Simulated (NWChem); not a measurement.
System: MgF$_{2}$; SMILES [F][Mg][F]

```xyz
3

Mg     0.0000     0.0000    -0.0477
F      1.7353     0.0000    -0.0477
F     -1.7353     0.0000    -0.0477
```
Atoms are numbered in this order, from 1.

Coordinates come from a B3LYP/6-31G* (spherical d) optimisation.

Q: List the 4 lowest vertical singlet excitations and the 4 lowest triplet ones from CAM-B3LYP/6-31+G* (spherical d), TDA (NWChem).

A: 
```
state  energy (eV)  oscillator strength  leading excitation (squared amplitude)
-----  -----------  -------------------  --------------------------------------
S1            7.05                0.000                      HOMO → LUMO (0.53)
S2            7.05                0.000                    HOMO−1 → LUMO (0.53)
S3            7.24                0.095                    HOMO−2 → LUMO (0.57)
S4            7.24                0.095                    HOMO−3 → LUMO (0.57)
T1            6.81       spin-forbidden                      HOMO → LUMO (0.54)
T2            6.81       spin-forbidden                    HOMO−1 → LUMO (0.54)
T3            6.92       spin-forbidden                    HOMO−2 → LUMO (0.51)
T4            6.92       spin-forbidden                    HOMO−3 → LUMO (0.51)
```
